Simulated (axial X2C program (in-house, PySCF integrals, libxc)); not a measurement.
# WB: from the spin-free to the two-component result

Calculated with an in-house all-electron X2C program for linear molecules (integrals from PySCF). Spin-free means the one-electron spin-free X2C Hamiltonian; two-component (2c) means X2C with spin–orbit coupling and atomic mean-field two-electron Coulomb and Gaunt terms, so the difference of the two also holds small scalar two-electron terms. Basis: W dyall-v3z [13s14p9d7f2g], B dyall-v3z [7s6p2d1f] (cores contracted in-house); Gaussian nuclei, density fitting, unrestricted open shells. Masses: W 183.951 u, B 11.009 u.

Spin-free state: M_S = 5/2, Λ = 0 (beyond evenly filled blocks: σα, π+α, π-α, δ+α, δ-α); fragments W + B.

| level | Re (Å) | ωe (cm⁻¹) | μ (D) |
| --- | --- | --- | --- |
| HF | 2.202 | 401.7 | -0.59 |

Dipoles are positive if B is the positive end.

Two-component determinant lowest at the distance of the search:

Ω = 5/2 (⟨Sz⟩ = 2.48, ⟨Lz⟩ = 0.02 at HF); fragments W + B.

```csv
level,Re (Å),ωe (cm⁻¹),μ (D)
HF,2.196,406.3,-0.56
```

(1) From the two tables, how do the constants change at the HF level (2c against spin-free)?

De is not given where an atomic determinant may have missed its ground term or J level, or where the truncated virtual space spoils (T). The state is one determinant with fixed occupations, lowest in a PBE0 search at one distance only: followed along the bond, the 2c determinant Ω = 7/2 reaches 0.16 eV lower at PBE0, at Re = 1.939 Å, so the state shown is not the lowest. With several unpaired electrons one determinant need not be a pure state. Some points did not converge and are left out. This is the top spin component of a Σ state; components of lower Ω are not single determinants and can lie lower. The determinant is spin-polarised beyond a pure state at some levels (its spin-free form has ⟨S²⟩ too high), which makes Re and μ there less reliable.

## Answers

(1) At the HF level Re decreases by 0.006 Å and ωe increases by 4.6 cm⁻¹.
